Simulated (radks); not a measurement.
The numbers below are computed, except where a source is named.
Species: the europium ion Eu+. Configuration: [Xe] 4f7 6s1. Code: a radial shooting solver on a logarithmic mesh with Libxc functionals. Model: scalar-relativistic Kohn-Sham, LDA (Slater exchange, VWN5 correlation), spin-polarised, spherical densities, point nucleus; open shells are filled with parallel spins first (spin-orbit coupling, left out, can overturn this in heavy ions); hard spherical wall at 2.5 bohr.

Radial electron density D(r) = 4 pi r^2 rho(r):

| r (bohr) | D(r) (e/bohr) | spin D(r) |
|---|---|---|
| 0.002875 | 19.88 | 0.0111 |
| 0.003268 | 23.74 | 0.0131 |
| 0.003714 | 28.16 | 0.0154 |
| 0.004221 | 33.15 | 0.0179 |
| 0.004797 | 38.69 | 0.0206 |
| 0.005452 | 44.71 | 0.0234 |
| 0.006148 | 50.69 | 0.0259 |
| 0.006987 | 57.25 | 0.0284 |
| 0.007941 | 63.77 | 0.0304 |
| 0.009025 | 69.94 | 0.0316 |
| 0.01026 | 75.38 | 0.0318 |
| 0.01166 | 79.73 | 0.0306 |
| 0.01325 | 82.64 | 0.0277 |
| 0.01506 | 83.87 | 0.0231 |
| 0.01712 | 83.38 | 0.0171 |
| 0.01945 | 81.42 | 0.0101 |
| 0.02211 | 78.59 | 0.00330 |
| 0.02513 | 75.78 | -0.00167 |
| 0.02856 | 74.12 | -0.00294 |
| 0.03246 | 74.73 | 0.00129 |
| 0.03689 | 78.35 | 0.0120 |
| 0.04193 | 85.01 | 0.0286 |
| 0.04766 | 93.76 | 0.0481 |
| 0.05417 | 102.7 | 0.0650 |
| 0.06156 | 109.2 | 0.0727 |
| 0.06997 | 111.2 | 0.0660 |
| 0.07952 | 107.8 | 0.0454 |
| 0.09038 | 99.85 | 0.0208 |
| 0.1027 | 90.64 | 0.0122 |
| 0.1168 | 84.19 | 0.0458 |
| 0.1327 | 83.45 | 0.144 |
| 0.1508 | 88.33 | 0.318 |
| 0.1714 | 95.08 | 0.564 |
| 0.1948 | 97.92 | 0.882 |
| 0.2214 | 92.35 | 1.30 |
| 0.2517 | 78.29 | 1.89 |
| 0.286 | 60.60 | 2.72 |
| 0.3251 | 46.37 | 3.82 |
| 0.3665 | 40.48 | 5.02 |
| 0.4166 | 41.77 | 6.23 |
| 0.4734 | 46.08 | 7.12 |
| 0.5381 | 47.73 | 7.54 |
| 0.6116 | 44.00 | 7.55 |
| 0.6951 | 36.23 | 7.36 |
| 0.79 | 27.74 | 7.06 |
| 0.8979 | 21.17 | 6.56 |
| 1.02 | 17.10 | 5.65 |
| 1.16 | 14.60 | 4.33 |
| 1.318 | 12.58 | 2.97 |
| 1.498 | 10.48 | 2.14 |
| 1.703 | 8.110 | 1.97 |
| 1.935 | 5.163 | 1.76 |
| 2.2 | 1.796 | 0.778 |

D(r) has 4 maxima, at r = 0.0154, 0.0689, 0.192, 0.525 bohr, and minima at 0.0297, 0.126, 0.378 bohr, inside which lie 1.95, 11.15, 29.22 electrons.
